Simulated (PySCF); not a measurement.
A side-by-side comparison of computed properties.

First species: bis(acetamide)dichloroaluminium cation [AlCl2L2]+, C4H10AlCl2N2O2 (charge +1).
SMILES: `C/C(N)=[O+]/[Al-]([Cl])([Cl])/[O+]=C(/C)N`

Second species: C7H11ClN2.
Atom-mapped SMILES: `[CH3:1][CH2:2][CH2:3][c:4]1[cH:5][c:6]([Cl:7])[n:8]([CH3:9])[n:10]1` (hydrogens: H11, H12, H13 on C1; H14, H15 on C2; H16, H17 on C3; H18 on C5; H19, H20, H21 on C9)

Levels: CAM-B3LYP/def2-SVPD for HOMO energy, LUMO energy, HOMO–LUMO gap, static isotropic polarisability and electronic spatial extent ⟨r²⟩ about the centre of nuclear charge; TDDFT CAM-B3LYP/def2-SVPD for lowest singlet excitation; TDA CAM-B3LYP/def2-SVPD for lowest triplet excitation (Tamm–Dancoff); PBE0-D3(BJ)/def2-SVP for rotational constant A and rotational constant C. Geometries: PBE0-D3(BJ)/def2-SVP. Each structure is a single optimised conformer of the isolated species, non-relativistic unless stated. Electronic properties by PySCF.

The conformers computed, where there is a choice (atom-mapped SMILES and torsion angles):
- `[CH3:1]/[C:2]([NH2:3])=[O+:4]/[Al-:5]([Cl:6])([Cl:7])/[O+:8]=[C:9](/[CH3:10])[NH2:11]`: C2–O4–Al5–Cl6 -15°, O4–Al5–O8–C9 -127°, H–N3–C2–C1 0°, H–N3–C2–C1 180°, H–N11–C9–O8 180°, H–N11–C9–O8 1°
- `[CH3:1][CH2:2][CH2:3][c:4]1[cH:5][c:6]([Cl:7])[n:8]([CH3:9])[n:10]1`: C1–C2–C3–C4 -63°, C2–C3–C4–C5 -70°

```csv
property,column X,column Y
HOMO energy,-8.23 eV,-13.53 eV
LUMO energy,1.19 eV,-3.67 eV
HOMO–LUMO gap,9.42 eV,9.86 eV
lowest singlet excitation,6.49 eV,6.83 eV
lowest triplet excitation (Tamm–Dancoff),4.52 eV,5.75 eV
static isotropic polarisability,110.6 au,113.8 au
electronic spatial extent ⟨r²⟩ about the centre of nuclear charge,2106 bohr²,3082 bohr²
rotational constant A,2.210 GHz,0.857 GHz
rotational constant C,0.555 GHz,0.409 GHz
```

**Question.** Which column belongs to which species?

**Answer.** Column X is the second species and column Y the first. The first has 21 atoms and 110 electrons, the second 21 and 84; their charges are +1 and 0, their HOMO energies -13.53 eV and -8.23 eV.

**Question.** How does each property change from the first species to the second?

**Answer.** HOMO energy +5.30 eV; LUMO energy +4.86 eV; HOMO–LUMO gap -0.44 eV; lowest singlet excitation -0.34 eV; lowest triplet excitation (Tamm–Dancoff) -1.23 eV; static isotropic polarisability -3.2 au; electronic spatial extent ⟨r²⟩ about the centre of nuclear charge -976 bohr²; rotational constant A +1.353 GHz; rotational constant C +0.146 GHz.

On the first: The principal polarisabilities are 104.7, 105.6 and 131.1 au; their mean is the isotropic value. S1 lies 3.03 eV below the HOMO–LUMO gap.

On the second: In wavenumbers S1 is 52300 cm⁻¹ (1 eV = 8065.54 cm⁻¹). No computed singlet falls in the visible range (750 to 380 nm, 1.65 to 3.26 eV); S1 lies 3.23 eV above its blue end.
